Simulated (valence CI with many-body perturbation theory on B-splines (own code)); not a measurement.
Sc⁷⁺: electric-dipole lines

Method: valence CI with perturbative core correlation (CI+MBPT): four valence electrons over a frozen Dirac-Fock core [Ne], a basis of 11 s, 11 p, 9 d, 7 f, 5 g, 2 h, 1 i functions for each j, with the one-electron correlation potential Σ1 (screened to all orders), the two-electron term Σ2, the three-electron term Σ3, Breit, model QED; selected single and double excitations, second order for the rest, scaled by the run's own slope (own B-spline code, finite nucleus).

Against 21 measured levels this calculation errs by 87 cm⁻¹ on average and by 341 at most. These come from a selection out of Sugar and Corliss, J. Phys. Chem. Ref. Data 9, 473 (1980). Levels without a partner in it may be off by more.

Lines 151 to 200 of 223 in falling wavelength, among levels below 533540 cm⁻¹, chosen from the strongest by gf and those to the six lowest levels. Wavelengths and rates use the calculated energies, so an error of 90 cm⁻¹ moves a line at 31.84 nm by 0.029 % and its rate by three times that or more. Electric multipoles are in the length gauge, E1 and E2 with the static RPA response of the core. Weak lines are less certain than strong ones. Lines between different terms over intervals too small for the method are left out, as are lines whose strength nearly cancels. The highest levels of a list are the least certain.

Names give the largest LS component (configuration and term), which can be under half, so a name can repeat, a term be missing and a line seem to break the LS rules; names also repeat where a configuration has a term twice. Letters in brackets count levels of one name in rising energy.

| λ vac (nm) | λ from measured levels | Upper | Lower | A (s⁻¹) | S (a.u.) with core polarisation | S without |
| --- | --- | --- | --- | --- | --- | --- |
| 32.29 |  | 3s 3p2 3d 1P_1 | 3s 3p3 3P°_2 | 6.86e+08 | 3.42e-02 | 3.54e-02 |
| 32.03 |  | 3s 3p2 3d 3D_2 [a] | 3s 3p3 3D°_3 | 4.59e+09 | 3.73e-01 | 3.86e-01 |
| 32.03 |  | 3s 3p2 3d 3P_0 [b] | 3s 3p3 3P°_1 | 2.70e+10 | 4.38e-01 | 4.53e-01 |
| 32.01 |  | 3s 3p2 3d 3D_1 [a] | 3s 3p3 3D°_2 | 6.83e+09 | 3.32e-01 | 3.44e-01 |
| 32.01 |  | 3s 3p2 3d 3D_3 [a] | 3s 3p3 3D°_3 | 2.11e+10 | 2.39e+00 | 2.47e+00 |
| 32.00 |  | 3s 3p2 3d 3D_1 [a] | 3s 3p3 3D°_1 | 1.68e+10 | 8.14e-01 | 8.43e-01 |
| 31.99 |  | 3s 3p2 3d 3D_2 [a] | 3s 3p3 3D°_2 | 1.54e+10 | 1.24e+00 | 1.29e+00 |
| 31.98 |  | 3s 3p2 3d 3D_2 [a] | 3s 3p3 3D°_1 | 4.02e+09 | 3.25e-01 | 3.36e-01 |
| 31.97 |  | 3s 3p2 3d 3P_1 [b] | 3s 3p3 3P°_2 | 9.20e+09 | 4.45e-01 | 4.61e-01 |
| 31.97 |  | 3s 3p2 3d 3P_1 [b] | 3s 3p3 3P°_1 | 8.59e+09 | 4.15e-01 | 4.29e-01 |
| 31.96 |  | 3s 3p2 3d 3P_1 [b] | 3s 3p3 3P°_0 | 9.27e+09 | 4.48e-01 | 4.63e-01 |
| 31.96 |  | 3s 3p2 3d 3D_3 [a] | 3s 3p3 3D°_2 | 2.89e+09 | 3.26e-01 | 3.38e-01 |
| 31.86 |  | 3s 3p2 3d 3P_2 [b] | 3s 3p3 3P°_2 | 2.16e+10 | 1.73e+00 | 1.78e+00 |
| 31.85 |  | 3s 3p2 3d 3P_2 [b] | 3s 3p3 3P°_1 | 6.01e+09 | 4.79e-01 | 4.95e-01 |
| 31.84 | 31.84 | 3s2 3p 3d 3P°_2 | 3s2 3p2 3P_2 | 1.14e+10 | 9.07e-01 | 9.39e-01 |
| 31.80 |  | 3s 3p2 3d 1G_4 | 3s 3p3 3D°_3 | 2.04e+08 | 2.91e-02 | 3.01e-02 |
| 31.55 | 31.54 | 3s2 3p 3d 3P°_1 | 3s2 3p2 3P_2 | 9.26e+09 | 4.30e-01 | 4.45e-01 |
| 31.51 | 31.52 | 3s2 3p 3d 3P°_2 | 3s2 3p2 3P_1 | 9.05e+09 | 6.99e-01 | 7.23e-01 |
| 31.45 | 31.45 | 3s2 3p 3d 1P°_1 | 3s2 3p2 1S_0 | 3.56e+10 | 1.64e+00 | 1.69e+00 |
| 31.44 |  | 3s2 3p 3d 1D°_2 | 3s2 3p2 3P_2 | 2.35e+09 | 1.80e-01 | 1.86e-01 |
| 31.36 |  | 3s 3p2 3d 1F_3 | 3s 3p3 3D°_3 | 6.57e+08 | 6.99e-02 | 7.24e-02 |
| 31.31 |  | 3s 3p2 3d 1F_3 | 3s 3p3 3D°_2 | 4.15e+08 | 4.40e-02 | 4.54e-02 |
| 31.23 | 31.22 | 3s2 3p 3d 3P°_1 | 3s2 3p2 3P_1 | 2.44e+09 | 1.10e-01 | 1.14e-01 |
| 31.12 |  | 3s2 3p 3d 1D°_2 | 3s2 3p2 3P_1 | 4.89e+09 | 3.64e-01 | 3.76e-01 |
| 31.12 | 31.11 | 3s2 3p 3d 3P°_0 | 3s2 3p2 3P_1 | 2.76e+10 | 4.11e-01 | 4.25e-01 |
| 31.06 |  | 3s 3p2 3d 3S_1 | 3s 3p3 3P°_2 | 1.65e+10 | 7.31e-01 | 7.56e-01 |
| 31.06 |  | 3s 3p2 3d 3S_1 | 3s 3p3 3P°_1 | 7.75e+09 | 3.44e-01 | 3.55e-01 |
| 31.05 |  | 3s 3p2 3d 3S_1 | 3s 3p3 3P°_0 | 1.99e+09 | 8.84e-02 | 9.15e-02 |
| 31.01 | 31.00 | 3s2 3p 3d 3P°_1 | 3s2 3p2 3P_0 | 1.62e+10 | 7.16e-01 | 7.41e-01 |
| 30.86 |  | 3s 3p2 3d 5P_3 | 3s 3p3 5S°_2 | 3.56e+10 | 3.61e+00 | 3.73e+00 |
| 30.83 | 30.83 | 3s2 3p 3d 3D°_1 | 3s2 3p2 3P_2 | 3.34e+09 | 1.45e-01 | 1.50e-01 |
| 30.75 | 30.75 | 3s2 3p 3d 3D°_2 | 3s2 3p2 3P_2 | 1.73e+10 | 1.24e+00 | 1.29e+00 |
| 30.74 |  | 3s 3p2 3d 5P_2 | 3s 3p3 5S°_2 | 3.59e+10 | 2.57e+00 | 2.66e+00 |
| 30.71 | 30.71 | 3s2 3p 3d 3D°_3 | 3s2 3p2 3P_2 | 4.20e+10 | 4.20e+00 | 4.34e+00 |
| 30.67 |  | 3s 3p2 3d 5P_1 | 3s 3p3 5S°_2 | 3.62e+10 | 1.55e+00 | 1.60e+00 |
| 30.53 | 30.53 | 3s2 3p 3d 3D°_1 | 3s2 3p2 3P_1 | 2.25e+10 | 9.46e-01 | 9.78e-01 |
| 30.44 | 30.45 | 3s2 3p 3d 3D°_2 | 3s2 3p2 3P_1 | 2.48e+10 | 1.72e+00 | 1.78e+00 |
| 30.32 | 30.32 | 3s2 3p 3d 3D°_1 | 3s2 3p2 3P_0 | 1.69e+10 | 6.96e-01 | 7.20e-01 |
| 30.20 |  | 3s 3p2 3d 3F_2 [b] | 3s 3p3 3D°_3 | 4.06e+08 | 2.76e-02 | 2.85e-02 |
| 30.16 |  | 3s 3p2 3d 3F_2 [b] | 3s 3p3 3D°_2 | 7.12e+09 | 4.82e-01 | 4.98e-01 |
| 30.15 |  | 3s 3p2 3d 3F_2 [b] | 3s 3p3 3D°_1 | 1.96e+10 | 1.32e+00 | 1.37e+00 |
| 30.06 |  | 3s 3p2 3d 3F_3 [b] | 3s 3p3 3D°_3 | 6.21e+09 | 5.83e-01 | 6.02e-01 |
| 30.02 |  | 3s 3p2 3d 3F_3 [b] | 3s 3p3 3D°_2 | 2.18e+10 | 2.04e+00 | 2.10e+00 |
| 29.88 |  | 3s 3p2 3d 3D_1 [b] | 3s 3p3 3D°_2 | 1.67e+09 | 6.58e-02 | 6.81e-02 |
| 29.87 |  | 3s 3p2 3d 3D_1 [b] | 3s 3p3 3D°_1 | 5.29e+09 | 2.09e-01 | 2.16e-01 |
| 29.86 |  | 3s 3p2 3d 3F_4 [b] | 3s 3p3 3D°_3 | 3.08e+10 | 3.64e+00 | 3.76e+00 |
| 29.85 |  | 3s 3p2 3d 3D_2 [b] | 3s 3p3 3D°_3 | 6.30e+08 | 4.13e-02 | 4.28e-02 |
| 29.81 |  | 3s 3p2 3d 3D_2 [b] | 3s 3p3 3D°_2 | 2.49e+09 | 1.63e-01 | 1.69e-01 |
| 29.80 |  | 3s 3p2 3d 3D_2 [b] | 3s 3p3 3D°_1 | 3.13e+09 | 2.04e-01 | 2.11e-01 |
| 29.74 |  | 3s 3p2 3d 3D_3 [b] | 3s 3p3 3D°_3 | 1.75e+09 | 1.59e-01 | 1.64e-01 |
